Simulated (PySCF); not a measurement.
## Electron affinity of Cs by level of theory

Cs⁻ [Xe] 6s2 (1S) → Cs [Xe] 6s1 (2S), as a difference of total energies. All numbers are calculated (PySCF 2.14, scalar relativity through the core potential, in def2-QZVPPD with the def2 core potential (46 electrons) (6s5p4d3f, 62 functions)). Correlated levels: valence and next inner shell: nothing frozen outside the core potential. The calculations carry no spin-orbit coupling.

Q: Order these methods by the electron affinity they give, lowest first.
A. MP2 (valence and next inner shell)
B. CCSD(T) (valence and next inner shell)
C. CCSD (valence and next inner shell)
D. UHF

A: D (-0.089 eV), A (0.332 eV), C (0.413 eV), B (0.456 eV).

Errors of the correlated levels include the incompleteness of this basis.

A negative affinity means that the anion lies above the atom at that level of theory.

The coupled-cluster amplitudes are large for Cs⁻ (T1 above 0.03 or a double amplitude above 0.15), so a single reference is strained.

For comparison: 0.472 eV (measured; photodetachment measurements, as compiled on the Wikipedia data page of electron affinities).
